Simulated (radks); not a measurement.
Er+, 67 electrons, occupied as [Xe] 4f10.5 5d1 6s1 6p0.5 (fractional occupations, a model configuration). All-electron calculation, Dirac Kohn-Sham, PBE, spin-unpolarised, spherical densities, point nucleus; open shells fill j = l - 1/2 first. Program: a radial shooting solver on a logarithmic mesh with Libxc functionals.

Normalised radial functions P(r) = r R(r) (large component), r in bohr:

r           4f5/2
0.0007373  0.0000
0.0008652  0.0000
0.001007   0.0000
0.001182   0.0000
0.001376   0.0000
0.001615   0.0000
0.00188    0.0000
0.002206   0.0000
0.002589   0.0000
0.003014   0.0000
0.003537   0.0000
0.004117   0.0000
0.004832   0.0000
0.005625   0.0000
0.006601   0.0000
0.007746   0.0000
0.009018   0.0000
0.01058    0.0001
0.01232    0.0001
0.01446    0.0002
0.01683    0.0003
0.01975    0.0006
0.02318    0.0011
0.02698    0.0018
0.03166    0.0032
0.03686    0.0053
0.04326    0.0090
0.05036    0.0147
0.0591     0.0242
0.06935    0.0393
0.08074    0.0612
0.09474    0.0952
0.1103     0.1415
0.1294     0.2089
0.1507     0.2938
0.1768     0.4068
0.2075     0.5423
0.2416     0.6858
0.2835     0.8410
0.33       0.9774
0.3873     1.0915
0.4509     1.1553
0.5291     1.1653
0.6209     1.1163
0.7228     1.0239
0.8483     0.8932
0.9875     0.7526
1.159      0.6018
1.349      0.4664
1.583      0.3401
1.858      0.2353
2.163      0.1573
2.538      0.0970
2.955      0.0575
3.467      0.0307
4.037      0.0154
4.737      0.0066
5.559      0.0025
6.472      0.0008
7.595      0.0002
8.841      0.0000
10.38      0.0000
12.08      0.0000
14.17      0.0000

4f5/2: eigenvalue -21.633 eV, 0 radial nodes, <r> = 0.748 bohr, 90 % of the charge inside 1.27 bohr.
